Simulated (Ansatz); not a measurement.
Consider the redistribution: `[CH3][In]([Cl])[I]` + `OBCCl` → `[Cl][In]([Cl])[I]` + `CCBO`.

Calculated with Ansatz (gas phase, PBE0-D4/def2-TZVP geometries, no zero-point term in ΔE). CCSD(T)/CBS adds triple-zeta CCSD(T) − MP2 to the extrapolated MP2 energy (def2 sets, frozen cores). DFT in def2-TZVPP. B3LYP here is the variant with VWN-RPA as its local correlation; programs differ in this. def2 core potentials past Kr. For I, In outer-core shells are correlated without core-valence functions, which leaves a few kJ/mol of doubt a bond. One conformer a species, not always the lowest.

(1) Is it downhill or uphill in electronic energy at CCSD(T)/CBS, and by how much? (Best estimate.)

(2) What do these levels give: PBE-D4, BLYP-D4, CAM-B3LYP-D4, ωB97M-V, B2PLYP, PBE-QIDH, revPBE, BLYP, B3LYP, CCSD/def2-SVP, HF/def2-QZVPP, MP2/def2-QZVPP? (An estimate is asked.)

Largest T1 diagnostic among the species: 0.012.

## Answers

(1) The calculation gave: Downhill: ΔE = -1.16 eV.

(2) The calculation gave: PBE-D4 -1.07, BLYP-D4 -1.08, CAM-B3LYP-D4 -1.18, ωB97M-V -1.16, B2PLYP -1.17, PBE-QIDH -1.19, revPBE -1.09, BLYP -1.09, B3LYP -1.16, CCSD/def2-SVP -1.42, HF/def2-QZVPP -1.43, MP2/def2-QZVPP -1.15 eV.

In def2-TZVPP, CCSD(T) changes the Hartree–Fock value by +0.28 eV (the triples alone add +0.04 eV) and MP2 by +0.29 eV. At CCSD(T), def2-SVP lies −0.23 eV from the extrapolated value and def2-TZVPP +0.01 eV.
